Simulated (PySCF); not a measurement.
**Polarisability and C₆ of Cr⁺ (chromium, charge +1)**

[Ar] 3d4 4s1, high-spin 6D determinant (an excited configuration). Calculation: PySCF 2.14, in aug-cc-pVQZ-DK (9s8p6d4f3g2h, 140 functions); the spin-free X2C one-electron Hamiltonian (Gaussian nucleus). Coupled (time-dependent) response in atomic units; α is the mean over directions.

```
method  mean α (bohr³)         α xx, yy, zz  C₆ (like pair)  S(−4)
  PBE0           34.61  35.01, 35.01, 33.83           193.5  987.9
```

S(−4) is the Cauchy moment in α(ω) = α(0) + S(−4) ω² + …

α(iu) at PBE0:

```csv
u (hartree),α(iu) (bohr³)
0,34.61
0.0500,32.33
0.100,27.17
0.200,17.38
0.300,11.63
0.500,6.534
0.750,4.126
1.00,2.993
1.50,1.886
2.00,1.328
3.00,0.7727
5.00,0.3600
```

A single London oscillator, α(iu) = α/(1 + u²/ω²), gives C₆ = (3/4) ω α². Matching the computed C₆ needs ω = 4 × 193.5 / (3 × 34.61²) = 0.215 hartree.

For an ion, C₆ is the dispersion term alone; charge-induced terms of lower order in 1/R come first.

The components differ because the open shell of this determinant is not spherical; for a pure term their mean is the scalar polarisability.
